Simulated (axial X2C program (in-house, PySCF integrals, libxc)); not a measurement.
KY with a deliberately poor setting

Computed with an in-house all-electron X2C program for linear molecules (integrals from PySCF).

Input:
```json
{"zs": [39, 19], "q": 0, "bas": ["dyall-v3z", "dyall-v3z"], "levels": ["PBE0", "HF", "r2SCAN0", "LDA"], "cc": false, "r0": 3.59, "npts": 10, "nst": 2, "ntry": 6, "opt": {"auxb": 3.0}}
```
```bash
python so2c.py task.json out
```

Keys: zs atomic numbers; q charge; bas basis sets; levels methods; cc coupled cluster on or off; r0 starting distance in Å; npts points on the curve; nst determinants followed; ntry starts of the search; auxb ratio of fitting exponents. HF also brings MP2.

Problem. One numerical setting was spoiled on purpose. Which, and what came out?

Solution. Density fitting set too sparse. States: spin-free M_S = 1, Λ = 1; 2c Ω = 1. The apparent results, which are not to be taken for properties of KY:

```csv
Hamiltonian,level,points converged,Re (Å),ωe (cm⁻¹),De (eV),curve-fit residual (μEh)
spin-free,PBE0,10 of 10,4.053,74,0.23,0.39
spin-free,HF,10 of 10,4.731,34,-0.03,0.0064
spin-free,MP2,10 of 10,3.992,76,0.11,0.093
spin-free,r2SCAN0,10 of 10,4.129,71,0.16,0.84
spin-free,LDA,10 of 10,3.777,90,0.51,0.17
2c,PBE0,10 of 10,4.173,73,0.24,0.39
2c,HF,6 of 10,n/a,n/a,n/a,n/a
2c,MP2,6 of 6,4.175,60,-0.02,0.49
2c,r2SCAN0,10 of 10,4.239,68,0.16,0.25
2c,LDA,10 of 10,3.957,86,0.46,0.15
```
